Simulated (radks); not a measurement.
Ionisation of the chromium ion Cr+, [Ar] 3d5, to [Ar] 3d4 as the strength of local exchange is varied. Calculated with a radial shooting solver on a logarithmic mesh with Libxc functionals: scalar-relativistic Kohn-Sham, Slater X-alpha exchange (alpha = 2/3 is LDA exchange), no correlation, spin-polarised, spherical densities, point nucleus; open shells are filled with parallel spins first.

| alpha | E(Cr+) (hartree) | exchange (hartree) | IE (eV) | -e of the level emptied (eV) | <r> of it (bohr) |
|---|---|---|---|---|---|
| 0.564 | -1039.61617 | -37.49023 | 14.742 | 8.938 (3d) | 1.477 |
| 0.568 | -1039.88224 | -37.76654 | 14.805 | 8.987 (3d) | 1.474 |
| 0.667 | -1046.49084 | -44.65164 | 16.437 | 10.273 (3d) | 1.406 |
| 0.772 | -1053.54900 | -52.05116 | 18.314 | 11.790 (3d) | 1.342 |
| 0.799 | -1055.37210 | -53.96994 | 18.821 | 12.207 (3d) | 1.326 |

NIST Atomic Spectra Database: 16.486 eV (measured). The Delta-SCF value meets it near alpha = 0.67. Open shells are spherical and high-spin; term and fine-structure splittings are not resolved.
